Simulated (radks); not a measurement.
Neutral fluorine inside a hard spherical wall (all orbitals vanish at R), configuration held at [He] 2s2 2p5 and not refilled when levels cross. Calculated with a radial shooting solver on a logarithmic mesh with Libxc functionals: non-relativistic Kohn-Sham, PBE, spin-unpolarised, spherical densities, point nucleus. Eigenvalues in eV, with the zero of energy where the potential of the charges vanishes at infinity; a dash marks a level that is unbound or too diffuse for the functional's potential to be trusted. A positive occupied level is held by the wall or, in an anion where self-interaction has pushed it up, behind a barrier. The pressure on the wall is -dE/dV.

| R (bohr) | E (hartree) | kinetic (hartree) | e(1s) | e(2s) | e(2p) | e(3s, empty) | e(3p, empty) | pressure (GPa) |
|---|---|---|---|---|---|---|---|---|
| free | -99.65070 | 99.395 | -662.64 | -29.820 | -11.121 | - | - | 0 |
| 15 | -99.65070 | 99.395 | -662.64 | -29.820 | -11.121 | - | - | < 0.0001 |
| 10 | -99.65070 | 99.395 | -662.64 | -29.820 | -11.121 | 0.269 | 1.892 | < 0.0001 |
| 7 | -99.65061 | 99.396 | -662.63 | -29.810 | -11.111 | 1.490 | 4.107 | 0.00819 |
| 6 | -99.65012 | 99.401 | -662.58 | -29.772 | -11.072 | 2.742 | 6.006 | 0.0697 |
| 4 | -99.62668 | 99.552 | -661.32 | -28.915 | -10.138 | 11.852 | 17.481 | 6.73 |
| 3 | -99.47462 | 100.314 | -656.67 | -25.946 | -6.749 | 30.943 | 37.850 | 95.8 |
| 2 | -97.98744 | 105.785 | -633.32 | -9.953 | 11.085 | 109.49 | 110.81 | 2370 |
| 1.5 | -93.65814 | 117.806 | -595.18 | 23.656 | 44.928 | 250.30 | 230.03 | 17000 |
